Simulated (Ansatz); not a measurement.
Molecule: WH5, charge 1, multiplicity 1. The spin state was set by rule; other spins were not relaxed. 
Geometry from a B3LYP-D3(BJ)/def2-TZVP (Ansatz, a first-principles code) optimisation:
```xyz
6

W     -0.0106     0.0095    -0.0166
H      0.7229     1.2607    -0.8951
H     -0.1255     0.5738     1.5548
H      0.7935    -0.7077     1.2359
H     -1.5737    -0.5019    -0.4300
H      0.9709    -1.3278    -0.2380
```
Charge +1, spin multiplicity 1.

Total electronic energies in hartree. Correlated levels leave the core frozen unless marked. Spin-orbit coupling is left out. The frozen core is the preceding noble-gas configuration, with the filled d and f shells of earlier blocks. Past Kr the def2 sets carry scalar-relativistic core potentials. CBS(X,Y): correlation extrapolated as X^-3; Hartree-Fock from the larger set. [CCSD(T)-MP2]/basis is that difference in the basis named.

The T1 diagnostic of CCSD in the largest basis is 0.033, which is high, so the coupled-cluster rows are less sure than usual.

```json
[
 {"level": "HF/def2-TZVPPD", "program": "Ansatz", "energy (Eh)": "-68.86626"},
 {"level": "RI-HF/def2-TZVPP", "program": "Ansatz", "energy (Eh)": "-68.86361"},
 {"level": "SVWN5/def2-TZVPD", "program": "Ansatz", "energy (Eh)": "-69.47596"},
 {"level": "PBE-D4/def2-TZVPD", "program": "Ansatz + dftd4", "energy (Eh)": "-69.68462"},
 {"level": "BLYP-D3(BJ)/def2-TZVPD", "program": "Ansatz + dftd3", "energy (Eh)": "-69.64372"},
 {"level": "revPBE-D3(BJ)/def2-TZVPD", "program": "Ansatz + dftd3", "energy (Eh)": "-69.74358"},
 {"level": "r2SCAN-D3(BJ)/def2-TZVPD", "program": "Ansatz + dftd3", "energy (Eh)": "-69.68261"},
 {"level": "B97M-V/def2-TZVPD", "program": "Ansatz", "energy (Eh)": "-69.65012"},
 {"level": "BHLYP-D3(BJ)/def2-TZVPD", "program": "Ansatz + dftd3", "energy (Eh)": "-69.51064"},
 {"level": "r2SCAN0-D4/def2-TZVPD", "program": "Ansatz + dftd4", "energy (Eh)": "-69.61711"},
 {"level": "CAM-B3LYP-D3(BJ)/def2-TZVPD", "program": "Ansatz + dftd3", "energy (Eh)": "(withheld)"},
 {"level": "wB97M-V/def2-TZVPD", "program": "Ansatz", "energy (Eh)": "-69.52691"},
 {"level": "wB97X-V/def2-TZVPD", "program": "Ansatz", "energy (Eh)": "(withheld)"},
 {"level": "B2GP-PLYP-D3(BJ)/def2-TZVPD", "program": "Ansatz + dftd3", "energy (Eh)": "-69.37614"},
 {"level": "B2PLYP/def2-TZVPD", "program": "Ansatz", "energy (Eh)": "-69.43166"},
 {"level": "MP2/def2-TZVPP", "program": "Ansatz", "energy (Eh)": "-69.10758"},
 {"level": "RI-MP2/def2-QZVPPD", "program": "Ansatz", "energy (Eh)": "-69.12391"},
 {"level": "RI-MP2/CBS(def2-TZVPP,def2-QZVPP)", "program": "Ansatz", "energy (Eh)": "-69.1317"},
 {"level": "CCSD/def2-SVPD", "program": "Ansatz", "energy (Eh)": "-69.08175"},
 {"level": "CCSD/def2-TZVPP", "program": "Ansatz", "energy (Eh)": "-69.13451"},
 {"level": "RI-MP2/CBS(def2-TZVPPD,def2-QZVPPD)+[CCSD(T)-MP2]/def2-QZVPPD", "program": "Ansatz", "energy (Eh)": "-69.1691"},
 {"level": "CCSD(T)/CBS(def2-TZVPP,def2-QZVPP)", "program": "Ansatz", "energy (Eh)": "-69.1674"},
 {"level": "CCSD(T)/CBS(def2-TZVPPD,def2-QZVPPD)", "program": "Ansatz", "energy (Eh)": "-69.1676"}
]
```

**Question.** Fill in the missing entries.

**Answer.** 
- CAM-B3LYP-D3(BJ)/def2-TZVPD, energy (Eh): -69.59175
- wB97X-V/def2-TZVPD, energy (Eh): -69.60927
